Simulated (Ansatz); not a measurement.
`SC[SiH2][SeH]` + HCl → `ClC[SiH2][SeH]` + H₂S  (substitution at a C–S bond)

Program: Ansatz. Geometries: PBE0-D4/def2-TZVP. ΔE: electronic, gas phase. CBS: MP2 limit from def2 TZ/QZ plus the TZ coupled-cluster correction, frozen cores. This one scheme is used for every species. Functionals use def2-TZVPP. For Se outer-core shells are correlated without core-valence functions, which leaves a few kJ/mol of doubt a bond. Scalar relativity is left out up to krypton. Each species was taken in one conformer, which may not be the lowest.

```
             level  ΔE (kcal/mol)  difference from CCSD(T)/CBS
            PBE-D4            2.7                         -0.2
         r2SCAN-D4            2.4                         -0.5
           ωB97M-V            2.6                         -0.3
            B2PLYP            1.9                         -1.0
     HF/def2-TZVPP            0.8                         -2.1
    MP2/def2-TZVPP            3.7                          0.8
SCS-MP2/def2-TZVPP            2.9                          0.0
   CCSD/def2-TZVPP            2.7                         -0.2
CCSD(T)/def2-TZVPP            2.9                          0.0
    MP2/def2-QZVPP            3.7                          0.8
       CCSD(T)/CBS            2.9                            0
```

Largest T1 diagnostic among the species: 0.010.

The D4 term adds +1.3 kcal/mol with B3LYP and +0.7 kcal/mol with PBE0; it sums over pairs of atoms, weighted by their polarisabilities, and B3LYP, whose exchange is more repulsive, gets the larger term. In def2-TZVPP, CCSD(T) changes the Hartree–Fock value by +2.2 kcal/mol (the triples alone add +0.2 kcal/mol) and MP2 by +2.9 kcal/mol.

B3LYP here is the variant with VWN-RPA as its local correlation; programs differ in this.
